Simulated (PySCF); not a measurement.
## How strongly Al binds etchant and ambient atoms

r²SCAN in PySCF with def2-TZVPP on every atom, for the lowest determinant that a PBE0 search found; no spin–orbit coupling. D0 is De less the harmonic zero-point energy.

| X | state of AlX | D0(AlX) (eV) | D0(X₂) (eV) |
| --- | --- | --- | --- |
| Cl | singlet (closed shell) | 5.20 | 2.54 |
| Br | singlet (closed shell) | 4.66 | 2.28 |
| O | doublet (σ ↑) | 5.38 | 5.53 |

Task: Give the energy of Al + X₂ → AlX + X at 0 K for each X.

Result: Cl: 2.54 − 5.20 = -2.66 eV; Br: 2.28 − 4.66 = -2.38 eV; O: 5.53 − 5.38 = +0.15 eV (r²SCAN/def2-TZVPP; negative means exothermic).

Task: Does an atom of Cl displace Br from AlBr?

Result: AlBr + Cl → AlCl + Br has ΔE = 4.66 − 5.20 = -0.54 eV at r²SCAN/def2-TZVPP, so it is downhill.

Gas-phase diatomics only hint at surface chemistry, where an atom holds several bonds.

States were picked by a PBE0 search and need not be the measured ground states.
